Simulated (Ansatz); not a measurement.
`[AlH2][SiH2]O[SiH3]` + H₂ → `[SiH3]O[SiH3]` + `[AlH3]`  (hydrogenolysis of the Si–Al bond)

Gas-phase electronic energies from Ansatz, PBE0-D4/def2-TZVP geometries. CCSD(T)/CBS adds triple-zeta CCSD(T) − MP2 to the extrapolated MP2 energy (def2 sets, frozen cores). This one scheme is used for every species. Functionals use def2-TZVPP. One conformer a species, not always the lowest.

| level | ΔE (kJ/mol) |
| --- | --- |
| r2SCAN-D4 | -20.3 |
| ωB97M-V | -32.7 |

(1) What does CCSD(T)/CBS give? (An estimate is asked.)

Largest T1 diagnostic among the species: 0.012.

Answers

(1) The calculation gave: -26.0 kJ/mol. The listed levels differ from it by 5.7, -6.7 kJ/mol.

From PBE to PBE0 (25 % exact exchange), in def2-TZVPP and without D4, ΔE moves by −7.4 kJ/mol. The D4 term adds +7.1 kJ/mol with B3LYP and +4.1 kJ/mol with PBE0; it sums over pairs of atoms, weighted by their polarisabilities, and B3LYP, whose exchange is more repulsive, gets the larger term.

B3LYP here is the variant with VWN-RPA as its local correlation; programs differ in this.
